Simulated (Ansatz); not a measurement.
Consider the redistribution: `[NH2][SnH]([OH])[CH]=O` + `C[NH][SnH2][OH]` → `[CH3][SnH]([NH2])[OH]` + `O=C[NH][SnH2][OH]`.

Isolated molecules relaxed with PBE0-D4/def2-TZVP in Ansatz; ΔE leaves out vibrations. CBS: MP2 limit from def2 TZ/QZ plus the TZ coupled-cluster correction, frozen cores. Functionals use def2-TZVPP. B3LYP here is the variant with VWN-RPA as its local correlation; programs differ in this. def2 core potentials past Kr. For Sn outer-core shells are correlated without core-valence functions, which leaves a few kJ/mol of doubt a bond. Each species was taken in one conformer, which may not be the lowest.

`[NH2][SnH]([OH])[CH]=O`:

```xyz
10

N     0.511   -0.243    1.853
Sn   -0.580   -0.246    0.157
O    -1.227    1.554   -0.298
C     0.764   -0.600   -1.559
O     0.813    0.240   -2.415
H     1.123    0.558    1.942
H    -0.047   -0.301    2.695
H    -1.908   -1.289    0.394
H    -0.848    1.838   -1.136
H     1.400   -1.511   -1.633
```

`C[NH][SnH2][OH]`:

Z-matrix (Å, degrees):
```
C
N 1 1.451
H 1 1.098 2 114.6
H 1 1.095 2 110.4 3 122.1
H 1 1.094 2 109.7 3 -120.6
Sn 2 2.011 1 120.9 3 75.2
H 2 1.010 1 112.0 3 -64.7
O 6 1.977 2 112.0 1 -56.7
H 6 1.697 2 108.5 1 55.4
H 6 1.707 2 106.9 1 -176.4
H 8 0.960 6 113.5 2 -68.7
```

`[CH3][SnH]([NH2])[OH]`:

Cartesian coordinates in Å:
```
C 1.067 0.303 -1.370
Sn -0.501 0.341 0.065
N -0.837 -1.399 1.039
O 0.201 1.551 1.451
H 1.943 -0.173 -0.929
H 0.763 -0.250 -2.259
H 1.323 1.324 -1.650
H -2.025 0.905 -0.472
H -0.079 -2.068 1.027
H -1.690 -1.877 0.782
H -0.164 1.343 2.315
```

`O=C[NH][SnH2][OH]`:

Z-matrix (Å, degrees):
```
Sn
O 1 1.951
N 1 2.070 2 107.5
H 1 1.702 2 105.2 3 -111.6
H 1 1.698 2 113.8 3 120.5
H 2 0.963 1 108.7 3 -57.3
C 3 1.337 1 109.9 2 57.9
H 3 1.008 1 131.0 2 -117.7
O 7 1.223 3 121.5 1 1.0
H 7 1.104 3 116.8 1 -179.2
```

Q: Is it downhill or uphill in electronic energy at CCSD(T)/CBS, and by how much? (An estimate is asked.)

A: Computed: Downhill: ΔE = -42.1 kcal/mol.

Q: What do these levels give: PBE0-D4, ωB97X-V, B2PLYP, PBE, r2SCAN, PBE0, B3LYP, HF/def2-TZVPP, CCSD/def2-TZVPP, SCS-MP2/def2-QZVPP, MP2/CBS(def2), CCSD/CBS(def2)? (Estimate.)

A: Ansatz gave: PBE0-D4 -43.0, ωB97X-V -42.2, B2PLYP -41.7, PBE -40.9, r2SCAN -44.1, PBE0 -42.7, B3LYP -40.3, HF/def2-TZVPP -42.3, CCSD/def2-TZVPP -41.5, SCS-MP2/def2-QZVPP -41.9, MP2/CBS(def2) -44.3, CCSD/CBS(def2) -41.9 kcal/mol.

Largest T1 diagnostic among the species: 0.016.

From PBE to PBE0 (25 % exact exchange), in def2-TZVPP and without D4, ΔE moves by −1.8 kcal/mol.
